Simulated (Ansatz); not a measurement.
Reaction (formal exchange of groups at the Si–S bond): `C=C(S)S[SiH2]F` + `O[SiH3]` → `O[SiH2][SiH2]F` + `C=C(S)S`

Computed with Ansatz on PBE0-D4/def2-TZVP structures; ΔE is electronic, products minus reactants. CCSD(T)/CBS adds triple-zeta CCSD(T) − MP2 to the extrapolated MP2 energy (def2 sets, frozen cores). This one scheme is used for every species. DFT in def2-TZVPP. Each species was taken in one conformer, which may not be the lowest.

`C=C(S)S[SiH2]F`:

```xyz
11

C    -1.375   -1.222   -0.237
C    -0.925   -0.205    0.493
S    -1.879    1.259    0.698
S     0.685   -0.252    1.257
Si    1.777    0.432   -0.424
F     1.887   -0.704   -1.543
H    -0.749   -2.083   -0.431
H    -2.373   -1.206   -0.661
H    -1.286    1.666    1.830
H     3.143    0.731    0.059
H     1.093    1.586   -1.042
```

`O[SiH3]`:

```xyz
6

O    -0.412   -1.103   -0.506
Si   -0.044    0.364    0.148
H     0.309   -1.708   -0.683
H     0.623    0.225    1.471
H    -1.334    1.072    0.307
H     0.858    1.150   -0.738
```

`O[SiH2][SiH2]F`:

Z-matrix (Å, degrees):
```
Si
Si 1 2.348
O 1 1.653 2 104.8
H 1 1.492 2 110.9 3 -120.6
H 1 1.492 2 110.9 3 120.6
F 2 1.609 1 108.2 3 179.5
H 2 1.486 1 112.0 3 60.9
H 2 1.486 1 112.0 3 -61.8
H 3 0.958 1 118.3 2 179.8
```

`C=C(S)S`:

```xyz
8

C     0.169   -1.124    0.366
C    -0.062    0.168    0.143
S     0.899    1.228   -0.875
S    -1.349    1.008    0.999
H     1.039   -1.623   -0.042
H    -0.512   -1.704    0.975
H     1.550    0.259   -1.542
H    -1.734    1.788   -0.026
```

CCSD(T)/CBS gives +19.6 kcal/mol.

Q: Another level gave +19.2 kcal/mol. Which?
A. PBE/def2-TZVPP
B. MP2/def2-TZVPP
C. CCSD(T)/def2-TZVPP
D. PBE-D4/def2-TZVPP

A: C. CCSD(T)/def2-TZVPP 19.2, PBE-D4 16.7, MP2/def2-TZVPP 21.9, PBE 15.5 kcal/mol.

Largest T1 diagnostic among the species: 0.013.

The D4 term adds +1.9 kcal/mol with B3LYP and +1.1 kcal/mol with PBE0; it sums over pairs of atoms, weighted by their polarisabilities, and B3LYP, whose exchange is more repulsive, gets the larger term. From PBE to PBE0 (25 % exact exchange), in def2-TZVPP and without D4, ΔE moves by +1.0 kcal/mol.

B3LYP here is the variant with VWN-RPA as its local correlation; programs differ in this.
